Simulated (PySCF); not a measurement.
## Computed properties of CH₅BBrN, SMILES CB(N)Br

CH₅BBrN, SMILES NB(Br)C. Geometry optimised at B3LYP-D3(BJ)/def2-SVP. This is a generated structure with no PubChem entry under its InChIKey; it may be hypothetical. One conformer was computed; it need not be the lowest. All values are computed for the isolated molecule unless a solvent is named; none is compared with measurement here.

**Structure.** The optimised structure has Cs symmetry. All 21 harmonic modes at B3LYP-D3(BJ)/def2-SVP (PySCF) are real, so it is a minimum. With heavy atoms numbered as in [B:1]([Br:2])([CH3:3])[NH2:7], the shortest bond between them is B1–N7 at 1.391 Å and the longest B1–Br2 at 1.965 Å.

**Vibrations.** The strongest infrared lines (harmonic, unscaled, degenerate partners summed) lie at 1119 cm⁻¹ (201 km/mol, B 49 %, H 37 %, N 9 %), 1594 cm⁻¹ (182 km/mol, H 66 %, N 23 %, B 11 %), 537 cm⁻¹ (129 km/mol, H 81 %, N 18 %). The softest mode is at 128 cm⁻¹ and the zero-point energy is 43.1 kcal/mol.

**Electronic structure.** HF/def2-TZVP (PySCF) places the frontier levels at -10.86 and 2.98 eV, a gap of 13.84 eV, and gives a dipole moment of 2.95 D and a mean polarisability of 50.4 bohr³. PBE/def2-TZVP (PySCF) at the same geometry gives -6.58 and -0.52 eV, so its gap is 7.78 eV narrower. An orbital gap is neither the optical nor the fundamental gap.

**Excitations.** TDA-ωB97X/def2-SVPD (PySCF) has S1 at 7.22 eV (172 nm, f = 0.000, dark); the most intense of the 10 singlets computed lies at 9.08 eV (f = 0.24). T1 (TDA) is at 6.55 eV, 0.67 eV under S1. TDA-PBE/def2-SVPD (PySCF) puts S1 at 5.99 eV. No vertical singlet excitation falls in the visible range (under 3.1 eV).

**NMR.** GIAO shifts at B3LYP/pcSseg-1 (PySCF) (non-relativistic, atoms alike by connectivity averaged): ¹³C at 10.1 ppm against TMS; ¹H from 1.0 to 4.2 ppm against TMS; ¹¹B at 34.8 ppm against BF3. Without spin–orbit terms, shifts of atoms bonded to Cl or Br come out too high.
